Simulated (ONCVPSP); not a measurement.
# Hardness and transferability of assorted potentials

Generated with ld1.x 7.5 (TM, RRKJ, ultrasoft, PAW), atompaw 4.2 or ONCVPSP 4.0.1. The cutoff is in Ry: for ld1.x and atompaw files where the sum of valence levels is converged to 10 mRy in a Bessel basis, for ONCV files where the hardest occupied wave has 1 mHa per electron of residual kinetic energy. The error is the largest all-electron minus pseudo excitation energy over each file’s own four to seven test configurations (ionisations up to +4, promotions, holes and added fractions of an electron), all of which were solved. The labels leave out finer settings (local radius, basis sizes, second energies), which also bear on the numbers. Spin-polarised tests are not counted. The rows are a selection from randomly drawn settings: files with unsolved tests, undetermined cutoffs or missed reference levels are left out.

A true bound ghost makes a file unfit for plane-wave use even where its test errors are small: the radial tests pick states by their node count and pass the ghost by.

```csv
element,potential,cutoff (Ry),largest error (meV),bound ghosts
Be,"ONCV, PBE, non-relativistic, rc 0.80/0.60/0.85 (spd), local smoothed, core correction no, reference 1s2 2s2, qcut 18.9/15.5/9.5, projectors 3/1/1",214,+2.8,none
Cl,"ONCV, PBE, scalar-relativistic, rc 0.65/0.70/0.65 (spd), local smoothed, core correction yes, reference 2s2 2p6 3s2 3p5, qcut 23.2/19.4/13.4, projectors 2/2/1",333,+10.0,none
Mo,"ONCV, PBE, fully relativistic, rc 1.55/1.25/1.85 (spd), local smoothed, core correction no, reference 4s2 4p6 4d5, qcut 8.2/7.6/9.9, projectors 2/1/2",56,+17,none
Mo,"ONCV, PBE, scalar-relativistic, rc 1.90/1.35/2.05 (spd), local smoothed, core correction yes, reference 4s2 4p6 4d5, qcut 6.6/7.1/8.7, projectors 3/2/1",55,+30,none
Sn,"ONCV, PBEsol, scalar-relativistic, rc 1.10/1.45/1.10 (spd), local d, core correction yes, reference 4s2 4p6 4d10 5s1.5 5p2.5, qcut 10.6/7.5/13.6, projectors 2/2/0",95,-4.4,none
Cs,"ONCV, BLYP, scalar-relativistic, rc 3.15/2.85/2.40 (spd), local smoothed, core correction yes, reference 5s2 5p6 6s1, qcut 2.9/5/3.9, projectors 2/2/2",16,-343,none
Ce,"ONCV, LDA (Perdew-Zunger), scalar-relativistic, rc 2.35/2.00/2.00 (spd), local d, core correction no, reference 5s2 5p6, qcut 4.4/2.9/3.9, projectors 2/1/0",44,+257,none
Os,"ONCV, PBE, scalar-relativistic, rc 1.40/1.35/2.10 (spd), local smoothed, core correction no, reference 5s2 5p6 5d6 6s2, qcut 8.6/6.8/7, projectors 2/2/1",79,-5.6,none
Pt,"ONCV, PBEsol, fully relativistic, rc 2.45/2.25/2.25 (spd), local smoothed, core correction yes, reference 5d9, qcut 2.7/3.9/6.5, projectors 2/2/2",31,-123,"p3/2, p1/2"
```

Problem. Fill in the row for Ne: ONCV, LDA (Perdew-Wang 92), scalar-relativistic, rc 0.65/0.80 (sp), local smoothed, core correction yes, reference 2s2 2p5.75, qcut 9.1/12.2, projectors 2/3.

Solution. cutoff 613 Ry, largest error +19 meV, bound ghosts: none.
